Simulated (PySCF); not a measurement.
## BiO₂⁻: from structure and modes to constants

These are results of PBE0 in PySCF with Bi def2-TZVPD with ECP60, O def2-TZVPD; scalar-relativistic core potentials, no spin–orbit coupling; density-fitted integrals, not measurements.

The singlet minimum has C2v symmetry. Masses (u): Bi 208.98038, O 15.99492.

```xyz
3
charge -1 multiplicity 1, angstrom
Bi    0.0000    0.0000   -0.1502
O     1.5741    0.0000    0.9944
O    -1.5741    0.0000    0.9944
```

Harmonic wavenumbers (cm⁻¹): 239.5 (a1, ×1), 696.5 (b2, ×1), 723.5 (a1, ×1).

Task: Find the principal moments of inertia and the rotational constants. What kind of rotor is it?

Result: About the centre of mass I = 36.347, 79.26, 115.61 u Å². With B = 16.8576/I this gives 0.4638, 0.2127, 0.1458 cm⁻¹. The molecule is an asymmetric top with κ = -0.58.

Task: What is the harmonic zero-point energy?

Result: Half the sum of all 3 wavenumbers, 1659/2 = 830 cm⁻¹, which is 9.9 kJ/mol (1 cm⁻¹ = 0.0119627 kJ/mol).

Task: Find the vibrational entropy and heat capacity at 298.15 K.

Result: With u = 1.43878 ω/T, each mode gives S = R[u/(eᵘ−1) − ln(1−e⁻ᵘ)] and C = R u² eᵘ/(eᵘ−1)².
| ω (cm⁻¹) | u | S (J/(mol K)) | C (J/(mol K)) |
| --- | --- | --- | --- |
| 239.5 | 1.156 | 7.56 | 7.45 |
| 696.5 | 3.361 | 1.30 | 3.50 |
| 723.5 | 3.491 | 1.17 | 3.28 |
The sums over all modes are S = 10.0 and C = 14.2 J/(mol K); the softest mode gives 75 % of the entropy.

Task: Give the standard entropy (298.15 K, 1 bar) by its translational, rotational, vibrational and spin parts, and Cp.

Result: Sackur–Tetrode with M = 240.97 u gives 177.3; rotation with symmetry number 2 gives 95.6; vibration 10.0; spin R ln 1 = 0.0. The total is 282.9 J/(mol K), and Cp = 4 R + 14.2 = 47.5 J/(mol K).

This need not be the most stable arrangement of these atoms. The lowest empty level of this anion is unbound, so it and the gap depend on the basis. With an element this heavy the missing spin–orbit coupling can shift these numbers.
